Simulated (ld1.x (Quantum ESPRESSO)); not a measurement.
# Ranking PAW potentials for Cl (Z = 17)

All share these settings but for the change named:

```json
{"Element": "chlorine (Cl)", "Generator": "ld1.x (Quantum ESPRESSO) 7.5", "Type": "PAW", "Functional": "LDA (PZ)", "Relativity": "scalar-relativistic", "Frozen core": "[Ne]", "Valence charge": "7", "Reference configuration": "3s2 3p5", "Partial waves": "3s (bound): rcut 1.05, rcutus 1.20 bohr; 3s channel at -0.6 Ry: rcut 1.05, rcutus 1.20 bohr; 3p (bound): rcut 1.00, rcutus 1.35 bohr; 3p channel at 3.3 Ry: rcut 1.00, rcutus 1.35 bohr; 3d channel at 0.45 Ry: rcut 1.15, rcutus 1.25 bohr", "Local potential": "all-electron potential smoothed inside 1.30 bohr (lloc = -1)", "Core correction": "Bessel-smoothed model core inside 0.85 bohr", "Augmentation charge": "PSQ, inside the norm-conserving radii"}
```

Test errors are all-electron minus pseudo excitation energies from the reference, over 3s2 3p4; 3s2 3p3; 3s2 3p2; 3s2 3p1; 3s2 3p5.3; 3s2 3p4.5; 3s1 3p6. None of these files shows a bound ghost.

The base gives 94.6 meV.

Of 9 variants that were run, those that failed, showed a ghost or another fault, or gave nearly equal values are left out.

A variant can come out equal or close to the base, since the largest error may sit in a test that the change hardly touches while other tests move.

Question: Rank these variants by their largest absolute test error, smallest first.
A. waves 3s (bound): rcut 1.05, rcutus 1.32 bohr; 3s channel at -0.6 Ry: rcut 1.05, rcutus 1.32 bohr
B. waves 3s (bound): rcut 1.05, rcutus 1.66 bohr; 3s channel at -0.6 Ry: rcut 1.05, rcutus 1.66 bohr
C. waves 3s (bound): rcut 1.05, rcutus 1.52 bohr; 3s channel at -0.6 Ry: rcut 1.05, rcutus 1.52 bohr
D. waves 3s (bound): rcut 1.05, rcutus 1.82 bohr; 3s channel at -0.6 Ry: rcut 1.05, rcutus 1.82 bohr

Answer: D (48.2 meV), B (65.9 meV), C (81.3 meV), A (92.2 meV).
